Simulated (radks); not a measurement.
The numbers below are computed, except where a source is named.
The mean radii <r> (bohr) of the occupied orbitals of an atom or ion are listed with their occupations. Level of theory: non-relativistic Kohn-Sham, LDA (Slater exchange, Perdew-Wang correlation), spin-polarised, spherical densities, point nucleus (a radial shooting solver on a logarithmic mesh with Libxc functionals).

| orbital | occ. | <r> |
|---|---|---|
| 1s down | 1 | 0.07754 |
| 1s up | 1 | 0.07754 |
| 2s down | 1 | 0.3680 |
| 2s up | 1 | 0.3680 |
| 2p down | 3 | 0.3292 |
| 2p up | 3 | 0.3292 |
| 3s up | 1 | 1.159 |
| 3s down | 1 | 1.159 |
| 3p up | 3 | 1.260 |
| 3p down | 3 | 1.260 |
| 4f up | 1 | 8.717 |

Name the element and its charge. Open shells, if any, are filled with parallel spins first.

Answer. Z = 20, calcium, charge +1: Ca+ in [Ar] 4f1. The 1s radius gives Z: for a bare nucleus <r> = 1.5/Z, 0.075 bohr for Z = 20, and screening makes it slightly larger (0.07754 here). The occupations add up to 19, and the charge is Z minus that.
